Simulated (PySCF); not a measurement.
**Highest orbital energy against ionisation energy along the third row**

Calculated with PySCF 2.14, no spin-orbit coupling. Each cell gives −ε(HOMO) / ΔSCF in eV; NIST values include spin-orbit coupling, (s) semi-empirical, (t) theoretical.

| species | UHF | LDA | PBE | PBE0 | r2SCAN | NIST (lowest levels) |
| --- | --- | --- | --- | --- | --- | --- |
| Al²⁺ (dyall-av3z, non-relativistic) | 28.062 / 28.040 | 24.541 / 28.819 | 24.437 / 28.821 | 25.454 / 28.683 | 24.628 / 28.380 | 28.448 |
| Si²⁺ (dyall-av3z, non-relativistic) | 32.163 / 31.955 | 28.601 / 33.521 | 28.475 / 33.381 | 29.630 / 33.243 | 28.657 / 32.870 | 33.493 |
| P²⁺ (dyall-av3z, non-relativistic) | 29.976 / 29.582 | 24.808 / 30.204 | 24.951 / 30.240 | 26.366 / 30.261 | 25.404 / 30.367 | 30.203 |
| S²⁺ (dyall-av3z, non-relativistic) | 34.726 / 34.162 | 28.865 / 34.881 | 28.950 / 34.834 | 30.578 / 34.876 | 29.480 / 35.031 | 34.86 ± 0.04 (s) |
| Cl²⁺ (dyall-av3z, non-relativistic) | 39.702 / 38.972 | 33.045 / 39.675 | 33.096 / 39.583 | 34.956 / 39.666 | 33.766 / 39.846 | 39.8 ± 0.11 (s) |
| Ar²⁺ (dyall-av3z, non-relativistic) | 40.426 / 39.387 | 34.109 / 40.854 | 34.155 / 40.719 | 36.010 / 40.718 | 34.596 / 40.687 | 40.735 ± 0.012 (s) |

**Question.** How far is −ε(HOMO) from ΔSCF on average for each method, and why?

**Answer.** UHF 0.49 eV; LDA -5.66 eV; PBE -5.59 eV; PBE0 -4.08 eV; r2SCAN -5.11 eV. Hartree-Fock orbital energies lack relaxation and so exceed the ΔSCF value; semilocal functionals have convex E(N) from self-interaction, so their HOMO lies far too high; exact exchange moves hybrids part of the way back.
